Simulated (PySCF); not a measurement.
# How methods differ on the excitation energy of Tc²⁺

Tc²⁺ [Kr] 4d5 (6S) → Tc²⁺ [Kr] 4d4 5p1 (high-spin determinant), as a difference of total energies. Computed with PySCF 2.14 in aug-cc-pVTZ-PP with one added diffuse shell each of s, p, d, f, g type with ECP28MDF (7s7p6d4f3g, 113 functions), with a scalar-relativistic core potential. Correlated levels: valence: 4s2 4p6 frozen. The calculations carry no spin-orbit coupling.

```
           method  excitation energy (eV)
              UHF                  11.191
              LDA                  10.873
              PBE                  10.860
             PBE0                  11.120
           r2SCAN                  11.109
            B3LYP                  10.908
          LC-wPBE                  11.273
            TPSSh                  10.951
    MP2 (valence)                  11.482
SCS-MP2 (valence)                  11.288
```

Question: How much does correlation contribute at MP2 (valence)?

Answer: 11.482 − (11.191) = 0.291 eV, measured against UHF.

The determinant of the upper state mixes LS terms, which raises its energy above the lowest term, most at the Hartree-Fock and MP2 levels.
